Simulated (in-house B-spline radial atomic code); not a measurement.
## Ionising Ta XIV (Ta13+) with different functionals

Computed with a B-spline radial code for spherical atoms: scalar-relativistic (spin-free X2C) Hamiltonian, Fermi nucleus of rms radius 5.3507 fm, spin-polarised at highest spin, spherical fractional occupations for the functionals, the average over the highest-spin determinants for Hartree-Fock. The ionisation energy is the difference of two self-consistent energies, [Kr] 4d10 4f12 5s2 → [Kr] 4d10 4f11 5s2, without Breit or QED terms; ε is the level of the shell that loses the electron (its least bound occupied spin orbital). There is no spin-orbit coupling in this Hamiltonian.

Hybrids are left out here: with spherical fractional occupations of an open shell their exact exchange keeps a self-interaction that integer-occupation calculations don't have.

```
      method          rung  ΔSCF (eV)  -ε(4f) (eV)
Hartree-Fock  Hartree-Fock          ?            ?
         PBE           GGA     289.30       272.33
        RPBE           GGA          ?            ?
        PW91           GGA     289.49       272.51
```

Question: What does RPBE give?

Answer: ΔSCF 289.18 eV, and -ε(4f) = 272.21 eV.

Question: What does Hartree-Fock give?

Answer: ΔSCF 286.11 eV, and -ε(4f) = 290.34 eV.

Question: How do they compare with the NIST value?

Answer: NIST lists 304 eV ± 15 (tabulated theory, ground level to ground level). Errors run from -17.89 to -14.51 eV; all lie within about twice that uncertainty, so the table can't rank the methods. Hartree-Fock also lacks correlation.
